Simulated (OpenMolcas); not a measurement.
# Tb²⁺: the spin-orbit constant, worked from levels

* Program: OpenMolcas 26.06
* Basis: ANO-R2 [8s6p4d3f1g]
* Scalar Hamiltonian: X2C, finite nucleus
* Active space: 9 electrons in 7 orbitals (4f)
* State averaging: 2S+1 = 6 odd, 21 roots (18 in the spin-orbit step); 2S+1 = 4 odd, 224 roots (48 in the spin-orbit step)
* Spin-orbit coupling: state interaction with AMFI integrals over the reference wave functions, term energies averaged over their components

Methods: CASSCF; SS-CASPT2, IPEA 0.25 Eh, imaginary shift 0.1 Eh (closed shells correlated: 5s 5p). Measured levels: Martin, Zalubas and Hagan, Atomic Energy Levels: The Rare-Earth Elements, NSRDS-NBS 60 (1978).

**The spin-orbit constant.** For the Hund term ⁶H° of f9, E(J) = (A/2) J(J+1) + constant and ζ = -2S·A = -5A. From J = 5/2 to J = 15/2 the energy changes by 27.5 A.

| Source | E(15/2) - E(5/2) | A | ζ |
| --- | --- | --- | --- |
| CASSCF | -9004.7 | -327.4 | 1637 |
| SS-CASPT2 | -8940.5 | -325.1 | 1626 |
| measured | -8285.9 | -301.3 | 1507 |

All in cm-1. SS-CASPT2 is off by +7.9 % and CASSCF by +8.7 %. Both methods take the spin-orbit matrix elements from the reference wave functions, so the second can move ζ only through the term energies and any multistate remixing. Second-order mixing with other terms is absorbed into this ζ.

Term energies are means over components that CASPT2 splits; among the terms shown or strongly mixed into the levels shown the widest spread is 160 cm-1 (4f⁹ ⁶H°, SS-CASPT2). High states are left out of the spin-orbit mixing, which shifts the levels that they would mix with. Without dynamic correlation excited terms often stand tens of per cent too high (terms of higher spin than the ground term too low), and those without a measured partner can miss by more than the paired ones (holds for CASSCF). Computed and measured levels are paired by configuration, term and J; levels that our copy of the source lacks, or whose pairing is in doubt (as where it misses far off the trend of its configuration), stay unpaired and out of the deviations. Levels of configurations outside the active space are missing.

° marks odd parity.
